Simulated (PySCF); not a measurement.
A calculated (PBE0, PySCF 2.14, x2c-SVPall, the spin-free X2C one-electron Hamiltonian (Gaussian nucleus)) atom or ion has these occupied shells.

| shell | electrons | orbital energy (eV) | rms radius, mean of both spins (bohr) |
| --- | --- | --- | --- |
| 1s α | 1 | -11005.9 | 0.0542 |
| 1s β | 1 | -11005.9 | 0.0542 |
| 2s α | 1 | -1391.9 | 0.227 |
| 2s β | 1 | -1391.9 | 0.227 |
| 2p α | 3 | -1215.7 | 0.203 |
| 2p β | 3 | -1215.6 | 0.203 |
| 3s α | 1 | -176.80 | 0.670 |
| 3s β | 1 | -176.71 | 0.670 |
| 3p α | 3 | -122.31 | 0.702 |
| 3p β | 3 | -122.19 | 0.702 |
| 3d α | 5 | -33.000 | 0.829 |
| 3d β | 5 | -32.860 | 0.829 |
| 4s α | 1 | -13.557 | 2.30 |
| 4s β | 1 | -11.564 | 2.30 |
| 4p α | 2 | -5.292 | 3.01 |

Problem. Name the element and its charge.

Solution. Ge (germanium, neutral), in [Ar] 3d10 4s2 4p2, high-spin 3P determinant.
